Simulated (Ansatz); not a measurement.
Program: Ansatz. Geometries: PBE0-D4/def2-TZVP. ΔE: electronic, gas phase. CBS: MP2 limit from def2 TZ/QZ plus the TZ coupled-cluster correction, frozen cores. This one scheme is used for every species. Functionals use def2-TZVPP. One conformer a species, not always the lowest.

`CCOC(=S)S` + `OB(O)O` → `CCOB(O)O` + `OC(=S)S`  (substitution at a C–O bond)

(1) Is it downhill or uphill in electronic energy at CCSD(T)/CBS, and by how much? (Estimate.)

(2) What do these levels give: r2SCAN-D4, MP2/def2-TZVPP, CCSD/def2-TZVPP, CCSD(T)/def2-TZVPP, SCS-MP2/def2-QZVPP, HF/CBS(def2)? (Estimate.)

Largest T1 diagnostic among the species: 0.017.

Results:

(1) Computed: Downhill: ΔE = -1.2 kcal/mol.

(2) The calculation gave: r2SCAN-D4 -1.3, MP2/def2-TZVPP -0.4, CCSD/def2-TZVPP -2.0, CCSD(T)/def2-TZVPP -1.3, SCS-MP2/def2-QZVPP -1.1, HF/CBS(def2) -4.1 kcal/mol.

The D4 term adds +0.9 kcal/mol with B3LYP and +0.5 kcal/mol with PBE0; it sums over pairs of atoms, weighted by their polarisabilities, and B3LYP, whose exchange is more repulsive, gets the larger term. In def2-TZVPP, CCSD(T) changes the Hartree–Fock value by +2.8 kcal/mol (the triples alone add +0.7 kcal/mol) and MP2 by +3.7 kcal/mol.

B3LYP here is the variant with VWN-RPA as its local correlation; programs differ in this.
